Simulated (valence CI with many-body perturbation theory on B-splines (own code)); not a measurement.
**Valence orbitals of Sm⁴⁰⁺**

Computed by valence CI with perturbative core correlation (CI+MBPT): four valence electrons over a frozen Dirac-Fock core [Ar], radial functions for each j: 9 s, 9 p, 10 d, 8 f, 5 g, 3 h, 1 i, with the one-electron correlation potential Σ1 (screened to all orders), the two-electron term Σ2, the three-electron term Σ3, Breit, model QED; selected single and double excitations, second order for the rest (own B-spline code, finite nucleus).

The last digits are not significant, and no measured levels were compared; by estimate large intervals hold to a few tenths of a per cent, small ones and those within an open d or f shell to about a per cent. Only levels of the ground parity were solved; by the run's estimate the other parity begins above the list, which can be wrong where configurations are misplaced.

These are the spectroscopic orbitals of the CI (the correlating ones are not listed), shaped by the core and the other valence electrons. h is the expectation value of the core's Dirac-Fock operator, without the valence repulsion; Σ1 is computed up to l = 3 at one energy for each symmetry, that of its lowest orbital but kept below the first core excitation, so for empty shells it is not the orbital's own correlation shift; Breit and QED include the response of the core.

| Orbital | h (hartree) | Σ1 (cm⁻¹) | Breit (cm⁻¹) | QED (cm⁻¹) | ⟨r⟩ (bohr) |
| --- | --- | --- | --- | --- | --- |
| 4s1/2 | -73.47 | -7826 | 7652 | 5736 | 0.4700 |
| 5s1/2 | -45.027 | -2993 | 3696 | 2821 | 0.7655 |
| 6s1/2 | -30.428 | -1500 | 2027 | 1574 | 1.136 |
| 4p1/2 | -71.113 | -10438 | 12186 | -39.4 | 0.4647 |
| 5p1/2 | -43.862 | -3801 | 6021 | -13.2 | 0.7654 |
| 6p1/2 | -29.77 | -1871 | 3352 | -5.8 | 1.141 |
| 4p3/2 | -69.096 | -9849 | 7428 | 530 | 0.4795 |
| 5p3/2 | -42.884 | -3710 | 3689 | 269 | 0.7837 |
| 6p3/2 | -29.222 | -1849 | 2196 | 153 | 1.163 |
| 3d3/2 | -123.52 | -21740 | 15755 | -1270 | 0.2085 |
| 4d3/2 | -65.747 | -10243 | 5801 | -360 | 0.4557 |
| 5d3/2 | -41.272 | -3946 | 2828 | -165 | 0.7712 |
| 3d5/2 | -122.26 | -20382 | 8097 | -550 | 0.2117 |
| 4d5/2 | -65.286 | -9873 | 3012 | -115 | 0.4596 |
| 5d5/2 | -41.043 | -3776 | 1451 | -45.8 | 0.7760 |
| 4f5/2 | -62.241 | -24871 | 726 | -232 | 0.4122 |
| 5f5/2 | -39.644 | -9912 | 320 | -110 | 0.7368 |
| 4f7/2 | -62.08 | -21029 | -154 | -134 | 0.4139 |
| 5f7/2 | -39.557 | -8363 | -40.0 | -59.8 | 0.7389 |
| 5g7/2 | -38.747 |  | 57.7 | -29.1 | 0.6635 |
| 5g9/2 | -38.707 |  | -35.4 | -5.1 | 0.6646 |

Among the shells of the start configuration 3d4, Σ1 is largest in size for 3d3/2, where it is 0.080 % of h.

Lowest root of each symmetry, sizes in configuration state functions:

```tsv
J	Parity	Roots	Reference	Variational	Second order	Change by selected CI (cm⁻¹)	Change by second order (cm⁻¹)
0	even	5	19	7121	18258	-12116	0
1	even	4	43	17006	30747	-10118	-2
2	even	8	61	25149	45680	-10936	-6
3	even	6	57	24296	57893	-11671	-16
4	even	7	48	24939	57954	-11837	-20
5	even	2	29	22323	10632	-11010	-9
6	even	2	15	18923	7469	-11334	-6
```
